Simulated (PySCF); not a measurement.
BP86 on Be (beryllium, neutral), [He] 2s1 3d1, high-spin 3D determinant (an excited configuration). All numbers are calculated (PySCF 2.14, the spin-free X2C one-electron Hamiltonian (Gaussian nucleus), in aug-cc-pVQZ-DK).

```
cycle= 1 E= -14.3772559558562  delta_E= -0.00131  |g|= 0.00407  |ddm|= 0.351
cycle= 2 E= -14.3772620455172  delta_E= -6.09e-06  |g|= 0.000608  |ddm|= 0.0178
cycle= 3 E= -14.3772621721998  delta_E= -1.27e-07  |g|= 7.36e-05  |ddm|= 0.00208
cycle= 4 E= -14.3772621773868  delta_E= -5.19e-09  |g|= 3.22e-06  |ddm|= 0.000404
cycle= 5 E= -14.3772621774032  delta_E= -1.64e-11  |g|= 2.67e-07  |ddm|= 4.1e-05
converged SCF energy = -14.3772621774032  <S^2> = 2.0000012  2S+1 = 3.0000008
```

Highest occupied orbital energy: 0.286 eV; ⟨L²⟩ = 6.01; populations by l: s 3.00, p 0.00, d 1.00, f 0.00.

(1) Can this result be used?

Results:

(1) Not for this state. The calculation finished and met its thresholds. The outer electron is Rydberg-like, and this basis confines it to a smaller radius and binds it less than a complete one would. At BP86 the highest occupied level has a positive energy, so only the finite basis holds that electron; for this excited configuration the basis is too tight for the outer shell.
